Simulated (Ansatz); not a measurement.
`S[SiH]1[SiH2][SiH2]1` + H–F → `F[SiH]1[SiH2][SiH2]1` + H₂S  (ligand exchange at the Si–S bond)

Calculated with Ansatz (gas phase, PBE0-D4/def2-TZVP geometries, no zero-point term in ΔE). CCSD(T)/CBS adds triple-zeta CCSD(T) − MP2 to the extrapolated MP2 energy (def2 sets, frozen cores). This one scheme is used for every species. DFT in def2-TZVPP. One conformer a species, not always the lowest.

`S[SiH]1[SiH2][SiH2]1`:

Z-matrix (Å, degrees):
```
Si
Si 1 2.323
Si 1 2.325 2 60.3
S 1 2.134 2 109.4 3 106.2
H 1 1.485 2 123.1 3 -112.6
H 2 1.484 1 118.3 3 104.4
H 2 1.483 1 118.7 3 -112.0
H 3 1.485 1 119.0 2 -104.4
H 3 1.483 1 118.1 2 111.9
H 4 1.345 1 96.3 2 -136.8
```

H–F:

Cartesian coordinates in Å:
```
F -0.255 -0.155 -0.350
H 0.255 0.155 0.350
```

`F[SiH]1[SiH2][SiH2]1`:

```xyz
9

F     1.641   -0.892   -1.942
Si    1.122   -0.008   -0.711
Si   -1.016    0.802   -0.392
Si   -0.070   -0.756    1.119
H     2.160    0.986   -0.338
H    -2.138    0.148   -1.112
H    -1.270    2.243   -0.137
H     0.383   -0.485    2.507
H    -0.811   -2.038    1.004
```

H₂S:

```xyz
3

S     0.436    0.171   -0.406
H    -0.242    0.814    0.557
H    -0.194   -0.985   -0.151
```

```
               species  r2SCANh energy (Eh)
`S[SiH]1[SiH2][SiH2]1`          -1270.19327
                   H–F           -100.44147
`F[SiH]1[SiH2][SiH2]1`           -971.28193
                   H₂S           -399.37239
```

**Question.** Work out ΔE.

**Answer.** ΔE = (-971.28193) + (-399.37239) − (-1270.19327) − (-100.44147) = -0.01958 Eh = -51.4 kJ/mol. CCSD(T)/CBS gives -46.4 kJ/mol.

Largest T1 diagnostic among the species: 0.015.

Leaving LDA and LC-ωPBE aside and taking each functional with its dispersion term where it has one, the values, not all of them listed here, spread over 26.7 kJ/mol, from CAM-B3LYP-D4 to revPBE-D4. In def2-TZVPP, CCSD(T) changes the Hartree–Fock value by +23.4 kJ/mol (the triples alone add +4.7 kJ/mol) and MP2 by +31.8 kJ/mol. The D4 term adds +11.2 kJ/mol with B3LYP and +6.1 kJ/mol with PBE0; it sums over pairs of atoms, weighted by their polarisabilities, and B3LYP, whose exchange is more repulsive, gets the larger term.

B3LYP here is the variant with VWN-RPA as its local correlation; programs differ in this.
